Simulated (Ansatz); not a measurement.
A search over several starts for the lowest SCF solution of C2H4Ge⁻, that is Ge(CCH)H3 with one electron more at the given spin, in a small basis.

```yaml
crystal:
  periodic: [false, false, false]
  atoms:
    - {symbol: Ge, position_ang: [0.003596, 0.009021, -1.098930]}
    - {symbol: C, position_ang: [-0.003233, -0.000423, 0.796739]}
    - {symbol: C, position_ang: [-0.008011, -0.016858, 2.004657]}
    - {symbol: H, position_ang: [-0.008794, -0.025265, 3.069613]}
    - {symbol: H, position_ang: [1.453950, 0.016445, -1.585146]}
    - {symbol: H, position_ang: [-0.723177, 1.262954, -1.588209]}
    - {symbol: H, position_ang: [-0.714330, -1.245873, -1.598723]}
basis:
  gaussian: {orbitals: def2-SVP}
total_charge: -1
magnetization: {spin_polarized: true, initial_magnetization: 1}
hamiltonian: {xc: pbe0, dispersion: d4}
output: {orbitals: {seedname: orbitals}}
```

```sh
$ ansatz run in.yaml --threads 4 --pin off --events-out ev --progress --plain --max-ram 3916MiB
```

Shortened log:

```
Functional definition: PBE0
811 factors; integrals over basis functions are off by at most 1.3e-3 eV
mean field evaluation 1: about -58631.3981 eV, gradient 2.5e1 eV
mean field evaluation 2: about -58626.9483 eV, gradient 3.7e1 eV
mean field evaluation 4: about -58634.1189 eV, gradient 3.4e0 eV
mean field evaluation 8: about -58634.2698 eV, gradient 3.3e-1 eV
mean field evaluation 16: about -58634.2711 eV, gradient 6.0e-3 eV
mean field evaluation 32: about -58634.2730 eV, gradient 1.0e-2 eV
mean field evaluation 64: about -58634.2734 eV, gradient 5.9e-3 eV
mean field evaluation 96: about -58634.2527 eV, gradient 1.5e0 eV
mean field -58634.27341001 eV, -2154.7698040797 hartree, gradient 2.6e-6 eV, S^2 0.754232; 10 other end points of the search recorded, 0 dependent functions left out
reference -58634.27343556 eV, -2154.7698050189 hartree; 25, 24 occupied and 55, 56 virtual orbitals, 811 factors
Total energy: -58634.39152852 eV, -2154.7741448552 hartree
```

It took 9.5 s on 4 threads of Arm Neoverse V1 on a shared host.

The highest occupied level of the charge -1 doublet lies above zero (up to 4.26 eV). By energy differences it is unbound by 2.13 eV (vertical, against the charge 0 singlet, at LC-ωPBE (ω = 0.30 bohr⁻¹)/def2-TZVP) and held by the finite basis.
